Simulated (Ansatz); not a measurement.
Reactions of C2H7GeNO (`[CH3][Ge]1([OH])[CH2][NH]1`).

Gas-phase electronic energies from Ansatz, PBE0-D4/def2-TZVP geometries. CBS: MP2 limit from def2 TZ/QZ plus the TZ coupled-cluster correction, frozen cores. This one scheme is used for every species, atoms too. Functionals use def2-TZVPP. No spin–orbit coupling; open shells (•) take unrestricted orbitals. Spin–orbit coupling would lower the free atoms: a little for C, O; clearly for Ge. Bonds to Ge are less sure, by a few kJ/mol each and by 10 to 20 or more in all where they break to atoms, as the def2 sets lack core-valence functions. Scalar relativity is left out up to krypton. One conformer a species, not always the lowest.

```csv
reaction,CCSD(T)/CBS(def2) (eV)
`[CH3][Ge]1([OH])[CH2][NH]1` → `C[N]1[CH2][GeH]1[OH]`,0.72
`[CH3][Ge]1([OH])[CH2][NH]1` → 2 C• + Ge• + 7 H• + N• + O•,45.00
`[CH3][Ge]1([OH])[CH2][NH]1` → `C[N](C)[Ge][OH]`,?
`[CH3][Ge]1([OH])[CH2][NH]1` → `C=C(N)[O][GeH3]`,0.18
```

Question: Fill in the missing values. (Best estimate.)

Answer: Computed: `[CH3][Ge]1([OH])[CH2][NH]1` → `C[N](C)[Ge][OH]`: -1.05 eV.

Largest T1 diagnostic: 0.014, for `C[N](C)[Ge][OH]`.
